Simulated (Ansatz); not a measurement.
The cluster Ge3O2. The state is a singlet with charge 0. Geometry B3LYP-D4/def2-SVP; atoms count from 1.

| atom | x (Å) | y (Å) | z (Å) |
| --- | --- | --- | --- |
| Ge1 | -1.816 | 0.057 | -0.339 |
| Ge2 | 1.439 | -0.092 | -0.566 |
| Ge3 | -0.148 | 0.296 | 1.610 |
| O4 | -1.556 | -0.869 | 1.197 |
| O5 | 2.079 | 0.609 | -1.902 |

The restricted singlet is unstable towards broken spin symmetry in Hartree–Fock (as tested in another run); at PBE0-D4/def2-TZVP this wasn't settled. Another isomer (singlet) lies 1.88 eV lower at PBE0-D4/def2-TZVP; other spin states weren't run for this one.

Q: Estimate the Mulliken populations from the PBE0/def2-TZVP orbitals of Ansatz.

A: 
| atom | charge (e) |
| --- | --- |
| Ge1 | 0.33 |
| Ge2 | 0.36 |
| Ge3 | 0.25 |
| O4 | -0.47 |
| O5 | -0.47 |
Mulliken values depend strongly on the basis.

Q: And the Mayer bond orders between heavy atoms (over 0.3)?

A: Ge1–Ge3 0.84 (2.58 Å); Ge1–O4 1.07 (1.81 Å); Ge2–Ge3 0.62 (2.72 Å); Ge2–O5 1.99 (1.64 Å); Ge3–O4 0.88 (1.87 Å).
